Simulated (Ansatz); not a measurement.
Input for Ansatz (a quantum-chemistry and plane-wave program): U-CCSD(T)/cc-pVTZ on H (SMILES [H]).

Ansatz 0.2 input:
```yaml
crystal:
  periodic: [false, false, false]
  atoms:
    - {symbol: H, position_ang: [0.00000000, 0.00000000, 0.00000000]}
basis:
  gaussian:
    orbitals: cc-pVTZ
magnetization: {spin_polarized: true, initial_magnetization: 1}
correlation: {method: ccsd_t, electrons: outside_noble_gas}
scf: {omitted_lower_state_checks: [cluster_reference]}
```

It printed:

```
WARN ansatz: RAYON_NUM_THREADS=1 ignored (pool sized by the plan → 1); use --threads N
Functional definition: HF
these checks for a lower state are left out or cut short: cluster_reference
integrals: 0.00 GiB planned
65 factors; integrals over basis functions are off by at most 1.6e-4 eV
mean field: 0.03 GiB planned
mean field evaluation 1: about -13.5529 eV, gradient 1.7e0 eV
mean field evaluation 2: about -13.5529 eV, gradient 1.7e0 eV
mean field evaluation 4: about -13.6007 eV, gradient 2.7e-3 eV
mean field evaluation 8: about -13.6005 eV, gradient 3.0e-11 eV
mean field -13.60051782 eV, -0.4998098113 hartree, gradient 2.0e-7 eV, S^2 0.750000; 0 other end points of the search recorded, 0 dependent functions left out
reference -13.60051782 eV, -0.4998098113 hartree; 1, 0 occupied and 13, 14 virtual orbitals, 65 factors
second order 0.00000000 eV of doubles, -0.00000000 eV of singles
coupled cluster: 0.03 GiB planned
cycle   1  -0.00000000 eV  change  -9.8e-17 eV  update   1.2e-9
perturbative correction 0.00000000 eV, 0.0000000000 hartree
Total energy: -13.60051782 eV, -0.4998098113 hartree
Checks for a lower state left out: cluster_reference
```

The run converged.

Cost: roughly 0.08 core-seconds.
